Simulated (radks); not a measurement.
The vanadium ion V+, configuration [Ar] 3d4.

Calculated with a radial shooting solver on a logarithmic mesh with Libxc functionals: Dirac Kohn-Sham, LDA (Slater exchange, Perdew-Wang correlation), spin-unpolarised, spherical densities, finite nucleus; open shells fill j = l - 1/2 first; Fermi nuclear charge, rms radius 3.6002 fm.

Energy parts (eV):
| part | energy |
|---|---|
| total | -25763.883 |
| kinetic | 26026.370 |
| electron-nucleus | -61350.763 |
| Hartree | 10735.457 |
| exchange-correlation | -1174.947 |

Orbitals (lengths in bohr, moments of r in powers of bohr; <r^-3> diverges for s and p1/2):
| orbital | occ. | eigenvalue (eV) | <r^-3> |
|---|---|---|---|
| 1s1/2 | 2 | -5353.251 | - |
| 2s1/2 | 2 | -603.1716 | - |
| 2p1/2 | 2 | -509.7366 | - |
| 2p3/2 | 4 | -502.6505 | 304.4 |
| 3s1/2 | 2 | -72.8121 | - |
| 3p1/2 | 2 | -47.6727 | - |
| 3p3/2 | 4 | -46.8529 | 35.42 |
| 3d3/2 | 4 | -9.2643 | 2.312 |
| 3d5/2 | 0 | -9.2056 | 2.278 |

The highest occupied level is 3d3/2 at -9.264 eV. The density falls to 0.001 e/bohr^3 at r = 3.68 bohr.
